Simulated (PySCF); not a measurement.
A structure optimised at PBE-D3(BJ)/def2-SVP, used in a PySCF frequency run:

```
C
C 1 1.3386
H 2 1.1014 1 120.48
H 2 1.1014 3 117.89 1 178.85
C 1 1.5159 2 132.37 3 7.96
F 5 1.3790 1 117.98 2 27.19
H 5 1.1158 6 107.94 1 128.15
C 1 1.5216 2 135.53 3 169.64
H 8 1.1079 1 117.15 2 -27.78
H 8 1.1107 9 108.34 1 -128.83
C 5 1.5491 7 111.56 6 -131.70
H 11 1.1071 5 118.03 7 27.27
H 11 1.1074 12 109.94 5 -126.05
```

Problem. Write its SMILES and formula.

Solution. C=C1CC[C@@H]1F, C5H7F

Problem. What are its rotational constants (standard atomic weights)?

Solution. 4.6712, 3.9440, 2.3225 GHz
